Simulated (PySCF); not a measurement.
Compound: N,N-dimethylpropionamide, C5H11NO.
Geometry (GFN2-xTB, Å), atoms numbered from 1 in this order:
```
atom  x, y, z in Å
C1     2.7073   -0.0109   -0.0948
C2     1.2862    0.5372   -0.0862
C3     0.2693   -0.5889   -0.0017
O4     0.5891   -1.7618    0.0122
N5    -1.0313   -0.2004    0.0533
C6    -1.4613    1.1766    0.0262
C7    -2.0654   -1.2086    0.1217
H8     2.9033   -0.5565    0.8243
H9     2.8369   -0.6998   -0.9249
H10    3.4279    0.7982   -0.1869
H11    1.1497    1.2076    0.7653
H12    1.0990    1.1112   -0.9973
H13   -1.1813    1.6665   -0.9105
H14   -2.5448    1.2054    0.1168
H15   -1.0339    1.7466    0.8548
H16   -2.6400   -1.1079    1.0454
H17   -2.7401   -1.1258   -0.7334
H18   -1.5793   -2.1822    0.1043
```

Structure optimised with GFN2-xTB, isolated species.

Masses are those of the commonest isotopes; rigid-rotor values at the optimised geometry. The values belong to one conformer with, in the numbering `[CH3:1][CH2:2][C:3](=[O:4])[N:5]([CH3:6])[CH3:7]`, C1–C2–C3–O4 -2°, C2–C3–N5–C6 0°.

(1) What are A, B and C (MHz)?

(2) Classify the top.

(3) Is it planar, by Δ = Ic − Ia − Ib?

(4) List the rotational levels J(Ka,Kc) to J = 3 (MHz).

Results:

(1) Ia = 107.93, Ib = 270.01, Ic = 365.30 u·Å²; 505379 MHz·u·Å²/I gives A = 4682, B = 1872, C = 1383 MHz.

(2) An asymmetric top; Ray's κ = -0.704.

(3) Not planar: Δ = Ic − Ia − Ib = -12.65 u·Å². For a rigid frame Δ = −2 Σ m c², so Σ m c² = 6.32 u·Å² lies off the ab plane: 6.31 from hydrogen and 0.01 from heavier atoms. The atom farthest from that plane is 0.93 Å away.

(4) Above 0(0,0):
J = 1: 1(0,1) 3255, 1(1,1) 6066, 1(1,0) 6554
J = 2: 2(0,2) 9707, 2(1,2) 12088, 2(1,1) 13552, 2(2,1) 21984, 2(2,0) 22042
J = 3: 3(0,3) 19245, 3(1,3) 21086, 3(1,2) 24011, 3(2,2) 31750, 3(2,1) 32035, 3(3,1) 47057, 3(3,0) 47062
The levels of one J sum to (2J + 1)J(J + 1)(A + B + C)/3.

No GFN2-xTB frequencies stand behind this structure, so it isn't proved a minimum. Constants of a rigid frame at the computed geometry: no zero-point averaging, no centrifugal distortion.
